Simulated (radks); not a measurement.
The numbers below are computed, except where a source is named.
Neutral gallium inside a hard spherical wall (all orbitals vanish at R), configuration held at [Ar] 3d10 4s2 4p1 and not refilled when levels cross. Code: a radial shooting solver on a logarithmic mesh with Libxc functionals. Model: scalar-relativistic Kohn-Sham, PBEsol, spin-polarised, spherical densities, finite nucleus; open shells are filled with parallel spins first; Fermi nuclear charge, rms radius 3.9973 fm. Eigenvalues in eV for spin up, with the zero of energy where the potential of the charges vanishes at infinity; a dash marks a level that is unbound or too diffuse for the functional's potential to be trusted. A positive occupied level is held by the wall or, in an anion where self-interaction has pushed it up, behind a barrier. The pressure on the wall is -dE/dV.

| R (bohr) | E (hartree) | kinetic (hartree) | e(3p) | e(3d) | e(4s) | e(4p) | e(5s, empty) | e(5p, empty) | pressure (GPa) |
|---|---|---|---|---|---|---|---|---|---|
| free | -1942.45562 | 1975.258 | -98.614 | -19.116 | -9.233 | -2.872 | - | - | 0 |
| 20 | -1942.45562 | 1975.258 | -98.614 | -19.116 | -9.233 | -2.872 | -0.403 | 0.292 | < 0.0001 |
| 15 | -1942.45561 | 1975.259 | -98.612 | -19.114 | -9.232 | -2.870 | -0.287 | 0.680 | < 0.0001 |
| 7 | -1942.44409 | 1975.323 | -98.007 | -18.518 | -8.796 | -2.266 | 4.102 | 7.985 | 0.536 |
| 6 | -1942.42396 | 1975.423 | -97.391 | -17.914 | -8.334 | -1.550 | 7.606 | 12.684 | 2.16 |
| 3.5 | -1941.83481 | 1977.642 | -90.373 | -11.130 | -0.600 | 9.378 | 48.475 | 59.808 | 164 |
| 2.5 | -1939.54464 | 1985.128 | -77.319 | 1.756 | 21.642 | 36.864 | 134.14 | 150.68 | 1910 |
| 2 | -1934.86018 | 1999.757 | -60.090 | 19.890 | 60.697 | 81.282 | 255.62 | 274.30 | 9380 |
| 1.5 | -1917.49253 | 2051.576 | -16.431 | 68.342 | 184.79 | 211.87 | 572.00 | 585.20 | 70100 |
